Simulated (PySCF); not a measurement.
Sn(CH₃)₄, optimised at PBE0/def2-TZVP:

```xyz
17

C     -0.3014    -1.5403    -1.4773
Sn    -0.0114     0.0003    -0.0061
C     -0.1074     1.9262    -0.9567
C     -1.5495    -0.1382     1.4895
C      1.9129    -0.2466     0.9201
H     -1.2745    -1.4285    -1.9581
H     -0.2565    -2.5253    -1.0102
H      0.4728    -1.4844    -2.2441
H      0.0394     2.7202    -0.2228
H     -1.0796     2.0679    -1.4313
H      0.6672     2.0122    -1.7204
H     -2.5338    -0.0138     1.0353
H     -1.5150    -1.1116     1.9813
H     -1.4158     0.6372     2.2453
H      1.9776    -1.2199     1.4089
H      2.7057    -0.1802     0.1733
H      2.0765     0.5294     1.6695
```

Energies from PySCF (xtb for GFN2), thermal terms from the rigid-rotor harmonic-oscillator model, ideal gas at 1 bar. All species are closed-shell singlets. Sn: scalar-relativistic def2 core potential, no spin-orbit coupling.

Problem. List the harmonic frequencies (cm⁻¹, unscaled) at this level and at the other levels, each on its own geometry.

Solution. 
- PBE0/def2-TZVP: 80, 85, 86, 86, 132, 132, 141, 141, 141, 509, 530, 530, 530, 669, 669, 669, 779, 779, 779, 780, 780, 1219, 1219, 1219, 1231, 1449, 1449, 1450, 1451, 1451, 1462, 1462, 1462, 3058, 3058, 3058, 3059, 3151, 3151, 3151, 3151, 3151, 3151, 3151, 3151
- GFN2-xTB: 61, 76, 76, 76, 123, 123, 127, 127, 127, 419, 501, 501, 501, 686, 686, 686, 764, 764, 769, 769, 769, 1273, 1273, 1273, 1291, 1458, 1458, 1458, 1461, 1461, 1466, 1466, 1466, 3040, 3040, 3040, 3041, 3043, 3043, 3043, 3046, 3046, 3050, 3050, 3050
- PBE/def2-SVP: 80, 80, 81, 81, 126, 126, 133, 133, 133, 473, 501, 501, 501, 642, 642, 642, 749, 749, 752, 752, 752, 1155, 1155, 1155, 1169, 1381, 1381, 1382, 1383, 1383, 1394, 1394, 1394, 2984, 2984, 2984, 2984, 3093, 3093, 3093, 3093, 3093, 3093, 3093, 3093
